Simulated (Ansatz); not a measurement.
Consider the substitution at a C–C bond: `CCOC(=O)C(F)(F)F` + `[OH][GeH3]` → `FC(F)(F)[O][GeH3]` + `CCOC=O`.

Gas-phase electronic energies from Ansatz, PBE0-D4/def2-TZVP geometries. CCSD(T)/CBS is the MP2 limit (def2-TZVPP, def2-QZVPP) plus CCSD(T) − MP2 in def2-TZVPP, frozen cores. DFT in def2-TZVPP. B3LYP here is the variant with VWN-RPA as its local correlation; programs differ in this. For Ge outer-core shells are correlated without core-valence functions, which leaves a few kJ/mol of doubt a bond. Scalar relativity is left out up to krypton. Each species was taken in one conformer, which may not be the lowest.

| level | ΔE (kJ/mol) | difference from CCSD(T)/CBS |
| --- | --- | --- |
| PBE-D4 | -32.2 | 1.5 |
| r2SCAN-D4 | -36.7 | -3.0 |
| PBE0-D4 | -36.5 | -2.8 |
| B3LYP-D4 | -37.3 | -3.6 |
| ωB97X-V | -38.9 | -5.2 |
| ωB97M-V | -38.4 | -4.7 |
| B2PLYP | -37.0 | -3.3 |
| PBE | -32.8 | 0.9 |
| r2SCAN | -37.2 | -3.5 |
| PBE0 | -37.1 | -3.4 |
| B3LYP | -37.8 | -4.1 |
| HF/def2-TZVPP | -51.9 | -18.2 |
| MP2/def2-TZVPP | -34.4 | -0.7 |
| SCS-MP2/def2-TZVPP | -35.4 | -1.7 |
| CCSD/def2-TZVPP | -38.0 | -4.3 |
| CCSD(T)/def2-TZVPP | -36.1 | -2.4 |
| HF/def2-QZVPP | -51.4 | -17.7 |
| MP2/def2-QZVPP | -32.9 | 0.8 |
| SCS-MP2/def2-QZVPP | -33.8 | -0.1 |
| HF/CBS(def2) | -51.4 | -17.7 |
| MP2/CBS(def2) | -32.0 | 1.7 |
| CCSD/CBS(def2) | -35.6 | -1.9 |
| CCSD(T)/CBS | -33.7 | 0 |

Largest T1 diagnostic among the species: 0.014.

From PBE to PBE0 (25 % exact exchange), in def2-TZVPP and without D4, ΔE moves by −4.3 kJ/mol. In def2-TZVPP, CCSD(T) changes the Hartree–Fock value by +15.8 kJ/mol (the triples alone add +1.9 kJ/mol) and MP2 by +17.5 kJ/mol.

CCSD(T)/CBS has its own doubt, a few kJ/mol and more with outer-core shells, so smaller differences from it don't rank the levels.
